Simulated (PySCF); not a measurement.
hexa-1,5-dien-3-yne (C₆H₆), SMILES C(=C)C#CC=C. Geometry optimised at PBE-D3(BJ)/def2-SVP.

Question: Give the equilibrium geometry at PBE-D3(BJ)/def2-SVP (PySCF confirms it by a frequency run) as Cartesian coordinates in Å, and its point group. (Estimate from the structure and the level; the computed values follow.)

Answer: point group C2v.
```xyz
12

C      0.0000    -2.8361    -0.6739
C      0.0000    -2.0340     0.4205
C      0.0000    -0.6173     0.3926
C      0.0000     0.6173     0.3926
C      0.0000     2.0340     0.4205
C      0.0000     2.8361    -0.6739
H      0.0000    -3.9311    -0.5676
H      0.0000    -2.4168    -1.6916
H      0.0000    -2.5001     1.4236
H      0.0000     2.5001     1.4236
H      0.0000     2.4168    -1.6916
H      0.0000     3.9311    -0.5676
```
